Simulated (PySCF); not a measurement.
**Ionising NaCa**

r²SCAN; basis Na x2c-SVPall, Ca x2c-SVPall; spin-free X2C with a Gaussian nucleus; PySCF 2.14. Neutral (UKS): doublet (σ ↑), Re = 3.715 Å, ωe = 113 cm⁻¹, De = 0.37 eV, HOMO -2.88 eV, LUMO -1.89 eV.

NaCa⁺ (UKS): singlet (closed shell), Re = 3.596 Å, ωe = 135 cm⁻¹, De = 0.94 eV to Na⁺ + Ca. The energies at the minima are -842.70026 hartree for NaCa and -842.53495 for NaCa⁺.

(1) Work out the adiabatic ionisation energy, without and with harmonic zero-point energies (1 hartree = 27.2114 eV, 1 eV = 8065.5 cm⁻¹), and the change of the bond length.

Closed-shell solutions of metal pairs were not tested for spin polarisation, which can lower them a little. Weak bonds: NaCa. Basis-set superposition, not corrected here, can be much of De in a small basis, most of all at correlated wavefunction levels. For an ion De counts to the pair picked by the measured ionisation energies or electron affinities, which need not be the lowest pair at this level. States were picked by a PBE0 search and need not be the measured ground states.

Results:

(1) At r²SCAN: 0.16531 hartree = 4.498 eV between the minima; the zero-point term (135.0 − 113.0)/2 cm⁻¹ = +0.001 eV makes it 4.500 eV. Re changes by -11.9 pm against the neutral. The electron leaves a σ orbital, and the shorter bond of the ion fits an antibonding orbital, or a change in how ionic the bond is.
